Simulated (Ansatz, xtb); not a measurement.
**F2HNSiSn: which of two isomers lies lower**

Structure X: `F[SiH](F)[N]=[Sn]`, a singlet. Structure Y: `F[Si]1(F)[NH][Sn]1`, a singlet. Both are isolated molecules in the gas phase, relaxed with B3LYP-D3(BJ)/def2-SVP; the shapes shown needn't be the lowest conformers.

X (Å):

```xyz
6

F     1.1061    1.1960   -3.9156
F     1.3488   -0.1893   -1.7603
N     1.8582    2.4913   -1.6312
Si    0.9058    1.2728   -2.3072
Sn    3.0006    3.8056   -0.9149
H    -0.5415    1.4186   -2.0504
```

Y (Å):

```yaml
atoms:
  - { symbol: F, position_ang: [-1.2075, 0.6746, -1.2677] }
  - { symbol: F, position_ang: [-0.9388, 0.0446, -3.7135] }
  - { symbol: N, position_ang: [-0.0730, 2.6162, -2.9620] }
  - { symbol: Si, position_ang: [-0.2527, 0.9641, -2.5562] }
  - { symbol: Sn, position_ang: [1.9788, 2.1967, -2.6285] }
  - { symbol: H, position_ang: [-0.6246, 3.4291, -3.2320] }
```

Question: Estimate E(Y) − E(X) at the level CCSD(T)/def2-SVP + ΔMP2/def2-TZVPP.

Answer: Calculated at CCSD(T)/def2-SVP + ΔMP2/def2-TZVPP: E(Y) − E(X) = +11.3 kcal/mol, so structure X lies lower.

The same difference at several levels:

```json
{"level": "GFN2-xTB", "geometry": "GFN2-xTB", "E(Y) − E(X) (kcal/mol)": "+21.2", "departure from the last row (kcal/mol)": "+9.9", "job, with rough time for the two": "optimisation, 0.28 s"}
{"level": "HF/STO-3G", "geometry": "GFN2-xTB", "E(Y) − E(X) (kcal/mol)": "+6.4", "departure from the last row (kcal/mol)": "−4.9", "job, with rough time for the two": "single point, 2.2 s"}
{"level": "r2SCAN-D4/def2-SVP", "geometry": "GFN2-xTB", "E(Y) − E(X) (kcal/mol)": "+12.1", "departure from the last row (kcal/mol)": "+0.8", "job, with rough time for the two": "single point, 5.6 s"}
{"level": "B3LYP-D3(BJ)/def2-SVP", "geometry": "B3LYP-D3(BJ)/def2-SVP", "E(Y) − E(X) (kcal/mol)": "+7.4", "departure from the last row (kcal/mol)": "−3.9", "job, with rough time for the two": "optimisation, 70 s"}
{"level": "HF/def2-SVP", "geometry": "B3LYP-D3(BJ)/def2-SVP", "E(Y) − E(X) (kcal/mol)": "+11.1", "departure from the last row (kcal/mol)": "−0.2", "job, with rough time for the two": "part of the CCSD(T) run"}
{"level": "MP2/def2-SVP", "geometry": "B3LYP-D3(BJ)/def2-SVP", "E(Y) − E(X) (kcal/mol)": "+14.9", "departure from the last row (kcal/mol)": "+3.5", "job, with rough time for the two": "part of the CCSD(T) run"}
{"level": "CCSD(T)/def2-SVP", "geometry": "B3LYP-D3(BJ)/def2-SVP", "E(Y) − E(X) (kcal/mol)": "+12.0", "departure from the last row (kcal/mol)": "+0.6", "job, with rough time for the two": "single point"}
{"level": "CCSD(T)/def2-SVP + ΔMP2/def2-TZVPP", "geometry": "B3LYP-D3(BJ)/def2-SVP", "E(Y) − E(X) (kcal/mol)": "+11.3", "departure from the last row (kcal/mol)": "", "job, with rough time for the two": "single point, 42 s"}
```

As drawn, Y has 1 N–Sn, 1 Si–Sn, 1 N–H in place of 1 N=Sn, 1 Si–H. Structure X has no ring, Y a 3-membered ring.

The levels shown agree on the order. The largest departure from CCSD(T)/def2-SVP + ΔMP2/def2-TZVPP is that of GFN2-xTB, 9.9 kcal/mol. The last row adds to CCSD(T) the change of the MP2 difference between the two basis sets, here −0.6 kcal/mol.

With harmonic frequencies from B3LYP-D3(BJ)/def2-SVP (ideal gas, rigid rotor, one conformer each, 298.15 K, 1 atm): the zero-point term adds +1.2 kcal/mol; ΔH is +12.4 and ΔG +13.3 kcal/mol.

The T1 diagnostic of structure X is large, so the coupled-cluster value is less sure. The correlated steps freeze 12 core orbitals; the filled d shell of Sn is correlated, in a basis made for valence electrons. Atoms past krypton carry core potentials in the def2 sets, other sets are all-electron and non-relativistic, and no spin–orbit term is included. Run with Ansatz 0.2.0, xtb 6.7.1; the last row on 1 thread of Intel(R) Xeon(R) Platinum 8259CL CPU @ 2.50GHz (Skylake/Cascade Lake) on a shared host.
